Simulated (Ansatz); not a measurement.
Reactions of C₂H₃NO (`OC1=NC1`).

Program: Ansatz. Geometries: PBE0-D4/def2-TZVP. ΔE: electronic, gas phase. CBS: MP2 limit from def2 TZ/QZ plus the TZ coupled-cluster correction, frozen cores. This one scheme is used for every species, atoms too. DFT in def2-TZVPP. Open shells (•) are unrestricted, without spin–orbit coupling. Spin–orbit coupling would lower the free atoms: a little for C, O. def2 core potentials past Kr. Bonds to Se, Te are less sure, by a few kJ/mol each and by 10 to 20 or more in all where they break to atoms, as the def2 sets lack core-valence functions. Scalar relativity is left out up to krypton. Each species was taken in one conformer, which may not be the lowest.

```csv
reaction,ωB97M-V (kcal/mol),PBE-D4 (kcal/mol),CCSD(T)/CBS(def2) (kcal/mol)
`OC1=NC1` → `OC1=CN1`,38.7,37.4,38.1
`OC1=NC1` + H₂Se → `[SeH]C1=NC1` + H₂O,-1.7,-2.7,-5.1
`OC1=NC1` → `C1=NCO1`,-7.1,-5.9,-7.6
`OC1=NC1` → 2 C• + 3 H• + N• + O•,681.9,713.5,675.8
`OC1=NC1` + H₂Te → `[TeH]C1=NC1` + H₂O,-3.2,-4.1,-8.0
```

Largest T1 diagnostic: 0.015, for `C1=NCO1`.
